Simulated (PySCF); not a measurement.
# Calculated properties of `COC1CCCCC1`

Compound: C₇H₁₄O.
SMILES with atom numbers: `[CH3:1][O:2][CH:3]1[CH2:4][CH2:5][CH2:6][CH2:7][CH2:8]1` (hydrogens: H9, H10, H11 on C1; H12 on C3; H13, H14 on C4; H15, H16 on C5; H17, H18 on C6; H19, H20 on C7; H21, H22 on C8)

Geometry (PBE0-D3(BJ)/def2-SVP, Å), atoms numbered from 1 in this order:
```
atom  x, y, z in Å
C1     3.0238   -0.1502    0.1807
O2     1.8468   -0.5272    0.8217
C3     0.6662   -0.3063    0.0923
C4     0.2857    1.1711    0.0154
C5    -1.0593    1.3681   -0.6769
C6    -2.1586    0.5553   -0.0021
C7    -1.7811   -0.9204    0.0746
C8    -0.4339   -1.1160    0.7594
H9     3.1137   -0.6123   -0.8231
H10    3.8655   -0.4969    0.7971
H11    3.1207    0.9455    0.0579
H12    0.8023   -0.6845   -0.9461
H13    1.0688    1.7437   -0.5067
H14    0.2428    1.5590    1.0486
H15   -0.9744    1.0555   -1.7336
H16   -1.3224    2.4378   -0.6948
H17   -3.1144    0.6819   -0.5357
H18   -2.3183    0.9420    1.0206
H19   -1.7353   -1.3361   -0.9484
H20   -2.5599   -1.4929    0.6031
H21   -0.4918   -0.7946    1.8140
H22   -0.1379   -2.1765    0.7703
```

Structural features include: ether.

PBE0-D3(BJ)/def2-SVP geometry optimisation, gas phase (PySCF):

```yaml
Point_group: C1
Rotational_constants_A_B_C: 4.004, 1.368, 1.103 GHz
```

PBE0/def2-SVPD ground state, ΔSCF and vertical TDDFT (core frozen in the response) (PySCF):

```yaml
Dipole_moment: 1.22 D
HOMO_energy: -7.23 eV
LUMO_energy: 0.73 eV
HOMO–LUMO_gap: 7.96 eV
Lowest_singlet_excitation: 6.87 eV (180 nm, f = 0.011)
Strongest_line_among_the_10_lowest_singlet_transitions: S8 at 8.46 eV (147 nm, f = 0.021)
Lowest_triplet_excitation_Tamm–Dancoff: 6.74 eV
Static_isotropic_polarisability: 87.3 au
Vertical_ionisation_energy: 9.17 eV
Electronic_spatial_extent_⟨r²⟩_about_the_centre_of_nuclear_charge: 1149 bohr²
```

**PBE0/pcSseg-1 ground state and GIAO shieldings, non-relativistic (PySCF)**

```yaml
Lowest_Hirshfeld_atomic_charge: -0.14 e on O2
Highest_Hirshfeld_atomic_charge: +0.05 e on H10
13C_chemical_shifts_computed_TMS_as_zero_by_class: 80.1 (C3), 55.8 (C1), 33.5 (C4/C8), 28.0 (C6), 26.8 (C5/C7) ppm
1H_chemical_shifts_computed_TMS_as_zero_by_class: 3.30 (H9/H10/H11), 2.58 (H12), 1.93 (H13/H22), 1.61 (H16/H20), 1.44 (H17), 1.08 (H15/H19), 1.00 (H18), 0.89 (H14/H21) ppm
Isotropic_shieldings_of_nuclei_other_than_C_and_H_by_class: 290 (O2) ppm
Mayer_bond_orders_between_heavy_atoms: C1–O2 0.95, O2–C3 0.90, C3–C4 1.00, C4–C5 1.03, C5–C6 1.04, C6–C7 1.03, C7–C8 1.03, C8–C3 1.01
```

Monoisotopic mass from the formula: 114.1045 u.

S1 lies 1.09 eV below the HOMO–LUMO gap; its leading configuration is HOMO→LUMO, weight 0.85. The ΔSCF ionisation energy exceeds −ε(HOMO) by 1.94 eV with PBE0. The rotational constants make it an asymmetric top with κ = (2B − A − C)/(A − C) = -0.82, nearer the prolate limit (−1). In atomic units the dipole is 0.48 e·bohr (1 au = 2.5417 D).

 NMR classes are plain means over equivalent atoms (diastereotopic ones count apart unless rotation or inversion swaps them), as if these changed places fast; in this geometry the members of some classes differ.

One conformer stands for the species.
